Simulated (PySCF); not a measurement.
Work out the structure from these simulated measurements.

Formula: C5H9BO3.

| Property | Result |
| --- | --- |
| Rotational structure | rotational constants A, B, C: 2.699, 1.443, 1.161 GHz [PBE0-D3(BJ)/def2-SVP] |
| Triplet | lowest triplet excitation (Tamm–Dancoff): 3.84 eV [TDA CAM-B3LYP/def2-SVPD] |
| 13C NMR | chemical shifts (computed TMS as zero) by class: 214.5 (1 C), 81.2 (1 C), 62.5 (1 C), 30.0 (1 C), 29.4 (1 C) ppm [GIAO PBE/pcSseg-1] |
| Valence photoelectron | vertical ionisation energy: 9.79 eV [ΔSCF CAM-B3LYP/def2-SVPD] |
| 1H NMR | chemical shifts (computed TMS as zero) by class: 4.25 (1 H), 4.23 (1 H), 3.85 (1 H), 3.80 (1 H), 2.63 (1 H), 2.42 (3 H), 1.69 (1 H) ppm [GIAO PBE/pcSseg-1] |
| Dipole | 0.89 D [CAM-B3LYP/def2-SVPD] |
| Polarisability | 77.7 au [CAM-B3LYP/def2-SVPD] |

Gas-phase values; electronic properties from PySCF, density fitting. Levels stand in brackets. The structure is a single PBE0-D3(BJ)/def2-SVP conformer in the gas phase; no vibrational or solvent corrections. NMR classes are plain means over equivalent atoms (diastereotopic ones count apart unless rotation or inversion swaps them), as if these changed places fast.

Problem. What is the compound? Reason from the data.

Solution. Numbering: `[CH3:1][C:2](=[O:3])[C@@H:4]1[CH2:5][CH2:6][O:7][BH:8][O:9]1`. 5 carbons fall into 5 classes; from least to most shielded: ketone carbonyl carbon [C2] (214.5 ppm), ring sp3 carbon bound to oxygen [C4] (81.2 ppm), ring sp3 carbon bound to oxygen [C6] (62.5 ppm), ring CH2 carbon [C5] (30.0 ppm), methyl carbon next to a carbonyl [C1] (29.4 ppm). Hydrogen classes from least to most shielded: 1 H on a three-coordinate boron, B8 (4.25 ppm), 1 H on an sp3 carbon bound to oxygen, C4 (4.23 ppm), 1 H on an sp3 carbon bound to oxygen, C6 (3.85 ppm), 1 H on an sp3 carbon bound to oxygen, C6 (3.80 ppm), 1 H on a ring CH2 carbon, C5 (2.63 ppm), 3 H on a methyl carbon next to a carbonyl, C1 (2.42 ppm, a mean of values up to 0.9 ppm apart in this geometry), 1 H on a ring CH2 carbon, C5 (1.69 ppm). The first electron is taken from the HOMO, whose largest Löwdin shares are 0.51 on the ketone oxygen, 0.12 on the ketone carbonyl carbon, 0.11 on an sp3 carbon bound to oxygen and 0.09 on the methyl carbon next to a carbonyl. The optimised geometry has point group C1 and is an asymmetric top. Structure: `CC(=O)[C@@H]1CCOBO1`. Computed isomers that give other values at the same levels: `CCOC1=CO[BH2-][O+]=C1` (vertical ionisation energy: 8.67 eV). The assignments are read from this structure; whether some other isomer fits the data as well wasn't checked. The mirror image fits equally.
